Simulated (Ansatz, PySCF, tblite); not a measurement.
System: Ga2O, singlet: symmetric bend, bond length relaxed. Scanned: Ga-O-Ga angle. Other coordinates (O-Ga bond length) were minimised at PBE0/def2-TZVP.

Computed with: CCSD/aug-cc-pVQZ = CCSD on RHF/aug-cc-pVQZ, cores with 3d frozen (Ansatz, a first-principles code); RHF/def2-TZVP, density fitting (PySCF); GFN2-xTB, 300 K electronic temperature (tblite).

Energies in kJ/mol, each method relative to its own lowest point.

```tsv
a / °	CCSD/aug-cc-pVQZ	RHF	GFN2-xTB
180	0.0	0.0	0.0
167	0.5	0.9	…
157	…	3.1	6.6
147	3.9	…	14.1
137	8.0	…	24.7
127	14.7	22.3	39.2
117	25.6	36.7	57.9
107	42.5	58.4	81.9
97	68.4	91.0	112.2
87	108.5	140.6	150.6
80	…	191.3	186.2
```

### Question
Complete the blanks.

### Answer

- 167, GFN2-xTB: 2.1
- 157, CCSD/aug-cc-pVQZ: 1.6
- 147, RHF: 6.9
- 137, RHF: 12.9
- 80, CCSD/aug-cc-pVQZ: 150.0
